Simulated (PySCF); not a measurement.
# State search for SiSn

Unrestricted PBE0; Si def2-TZVPP, Sn def2-TZVPP with ECP28; scalar-relativistic core potentials (PySCF 2.14). Outer shells of the fragments: Si 3s2 3p2; Sn 4d10 5s2 5p2.

Followed along the bond (rough minima from three points):

```json
{"2Ms+1": "3", "unpaired": "π ↑↑", "⟨S²⟩ at the start": "2.01", "R at minimum (Å)": "2.52", "Te (eV)": "0.00"}
{"2Ms+1": "1", "unpaired": "π ↑↓", "⟨S²⟩ at the start": "1.01", "R at minimum (Å)": "2.52", "Te (eV)": "0.18"}
{"2Ms+1": "3", "unpaired": "σ ↑, π ↑", "⟨S²⟩ at the start": "2.01", "R at minimum (Å)": "2.40", "Te (eV)": "0.20"}
{"2Ms+1": "1", "unpaired": "σ ↓, π ↑", "⟨S²⟩ at the start": "1.02", "R at minimum (Å)": "2.39", "Te (eV)": "0.37"}
{"2Ms+1": "1", "unpaired": "none", "⟨S²⟩ at the start": "0.00", "R at minimum (Å)": "2.54", "Te (eV)": "0.79"}
```

Solutions found at the starting distance of 2.465 Å, counted from the lowest of them; the search is not exhaustive and high or unbound solutions are not listed, so other states can lie among these:

```
2Ms+1    unpaired   term  E (eV)  ⟨S²⟩  ⟨Lz²⟩  μ (D)
    3        π ↑↑    ³Σ⁻    0.00  2.01   0.00   1.06
    1        π ↑↓  mixed    0.19  1.01   2.02   1.04
    3    σ ↑, π ↑     ³Π    0.21  2.01   1.01   1.08
    1    σ ↓, π ↑  mixed    0.38  1.02   1.01   1.08
    1        none  mixed    0.81  0.00   2.00   0.87
    5  σ ↑, π ↑↑↑     ⁵Π    1.21  6.00   1.01   0.58
    3  σ ↑, π ↑↑↓  mixed    1.67  3.02   3.04   0.60
    3  σ ↓, π ↑↑↑  mixed    1.74  3.03   1.01   0.63
    3        π ↑↑  mixed    2.28  2.01   2.02   0.29
    5      π ↑↑↑↑    ⁵Σ⁺    3.73  6.01   0.00  -0.12
    5  σ ↑↑, π ↑↑    ⁵Σ⁻    4.05  6.00   0.00  -0.63
    3  σ ↑↑, π ↑↓  mixed    4.58  3.01   2.02  -0.82
    1  σ ↓↓, π ↑↑  mixed    4.76  2.01   0.00  -1.05
    5  σ ↑↑, π ↑↑  mixed    5.18  6.14   2.01   0.56
```

A term symbol is given only where ⟨S²⟩ and ⟨Lz²⟩ are close to those of a pure state; real π, δ and φ orbitals otherwise mix terms. A positive dipole means Si(−)Sn(+).

Spin–orbit coupling is left out.
